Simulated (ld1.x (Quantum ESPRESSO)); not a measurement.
Which change was made? (W, PAW)

* Element: tungsten (W)
* Generator: ld1.x (Quantum ESPRESSO) 7.5
* Type: PAW
* Functional: PBEsol
* Relativity: scalar-relativistic
* Frozen core: [Kr] 4d10 4f14 5s2
* Valence charge: 12
* Reference configuration: 5p6 5d4 6s1.5 6p0 (charge +0.5)
* Partial waves: 6s (bound): rcut 2.80, rcutus 3.15 bohr; 6s channel at 0.45 Ry: rcut 2.80, rcutus 3.15 bohr; 5p (bound): rcut 1.65, rcutus 2.00 bohr; 6p (bound, empty): rcut 1.65, rcutus 2.00 bohr; 5d (bound): rcut 1.70, rcutus 2.30 bohr; 5d channel at -0.2 Ry: rcut 1.70, rcutus 2.30 bohr
* Local potential: all-electron potential smoothed inside 2.20 bohr (lloc = -1)
* Core correction: a·sin(br)/r model core, default radius (ld1.x builds one for every PAW set, though the input has nlcc=.false.)
* Augmentation charge: GAUSS, radius 1.75 bohr

Cutoffs, loose and tight: the cutoffs (Ry, on a coarse ladder) from which the occupation-weighted sum of valence levels, in a spherical-Bessel basis at the reference potential, stays within 10 and 1 mRy of its value at 400 Ry. They do not see the model core or the augmentation charge, which bear on the density cutoff. Test errors are all-electron minus pseudo excitation energies from the reference, over the configurations 5p6 5d4 6s2 6p0; 5p6 5d4 6s1 6p0; 5p6 5d4 6s0 6p0; 5p6 5d3 6s0 6p0; 5p6 5d2 6s0 6p0; 5p6 5d4 6s1 6p1; 5p6 5d3 6s2 6p1; variants that change the core or the reference have their own tests.

The base gives: outcome: generated; cutoff, loose: 21 Ry; cutoff, tight: 35 Ry; bound ghosts: s; largest test error (meV): test run stopped at test 1 of 7 (negative rho).

Problem. After one change the result is: outcome: generated, overlap not positive; bound ghosts: not determined (overlap not positive); largest test error (meV): -21. Which change was it?
A. waves 5p (bound): rcut 1.65, rcutus 2.42 bohr; 6p (bound): rcut 1.65, rcutus 2.42 bohr
B. core [Kr] 4d10 4f14, valence charge 14; reference 5s2 5p6 5d4 6s1 6p0; waves now 5s (bound): rcut 1.35, rcutus 1.50 bohr; 6s (bound): rcut 1.35, rcutus 1.50 bohr; 5p (bound): rcut 1.75, rcutus 2.00 bohr; 6p (bound): rcut 1.75, rcutus 2.00 bohr; 5d (bound): rcut 1.55, rcutus 2.10 bohr; 5d channel at -0.2 Ry: rcut 1.55, rcutus 2.10 bohr; local potential all-electron potential smoothed inside 1.30 bohr (lloc = -1); core correction Bessel-smoothed model core inside 1.35 bohr; augmentation GAUSS, radius 1.25 bohr
C. local potential all-electron potential smoothed inside 3.66 bohr (lloc = -1)

Solution. B. The others give: waves 5p (bound): rcut 1.65, rcutus 2.42 bohr; 6p (bound): rcut 1.65, rcutus 2.42 bohr → outcome: generated; cutoff, loose: 18 Ry; cutoff, tight: 30 Ry; bound ghosts: s; largest test error (meV): test run stopped at test 1 of 7 (negative rho) | local potential all-electron potential smoothed inside 3.66 bohr (lloc = -1) → outcome: generated; cutoff, loose: 21 Ry; cutoff, tight: 35 Ry; bound ghosts: none; largest test error (meV): test run stopped at test 1 of 7 (negative rho). A file whose overlap is not positive is unfit for use, and its test errors describe a broken file.
